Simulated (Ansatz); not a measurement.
A single point on FH7OSi3 (`F[SiH]([SiH3])O[SiH3]`).

```yaml
crystal:
  periodic: [false, false, false]
  atoms:
    - {symbol: F, position_ang: [-1.813173, -1.380895, -0.859270]}
    - {symbol: Si, position_ang: [-1.304676, -0.086598, -0.066625]}
    - {symbol: Si, position_ang: [-0.206363, 1.313935, -1.595433]}
    - {symbol: O, position_ang: [-0.304344, -0.562944, 1.119747]}
    - {symbol: Si, position_ang: [1.192923, -1.070905, 1.556502]}
    - {symbol: H, position_ang: [-2.498160, 0.519371, 0.569849]}
    - {symbol: H, position_ang: [0.315761, 2.511410, -0.882511]}
    - {symbol: H, position_ang: [-1.154327, 1.757352, -2.652078]}
    - {symbol: H, position_ang: [0.931864, 0.595933, -2.228889]}
    - {symbol: H, position_ang: [1.454749, -0.606302, 2.939391]}
    - {symbol: H, position_ang: [2.206503, -0.494024, 0.634116]}
    - {symbol: H, position_ang: [1.256142, -2.551630, 1.499201]}
basis:
  gaussian: {orbitals: def2-TZVPP}
hamiltonian: {xc: pbe}
correlation: {method: rpa}
```

```sh
$ ansatz run in.yaml --threads 4 --pin off --events-out ev --progress --plain
```

Output, abridged:

```
Functional definition: PBE
1663 factors; integrals over basis functions are off by at most 8.9e-4 eV
mean field evaluation 1: about -28492.1366 eV, gradient 7.0e1 eV
mean field evaluation 2: about -28492.1194 eV, gradient 7.0e1 eV
mean field evaluation 4: about -28499.0677 eV, gradient 2.1e1 eV
mean field evaluation 8: about -28500.1230 eV, gradient 9.7e-1 eV
mean field evaluation 16: about -28500.1243 eV, gradient 1.6e-4 eV
mean field -28500.12426822 eV, -1047.3602487790 hartree, gradient 5.7e-6 eV, S^2 0.000000; 0 other end points of the search recorded, 0 dependent functions left out
17 core orbitals not correlated: weight in the atoms' cores, before any rotation towards them, 1.000 or more for the frozen orbitals, at most 0.000 for the correlated occupied ones
reference -28446.04255925 eV, -1045.3727826322 hartree; 16, 16 occupied and 253, 253 virtual orbitals, 1663 factors
Total energy: -28485.78044197 eV, -1046.8331228868 hartree
```

It took 6.5 s on 4 threads of a server CPU on a shared host, with 0.71 GiB of host memory at the peak.
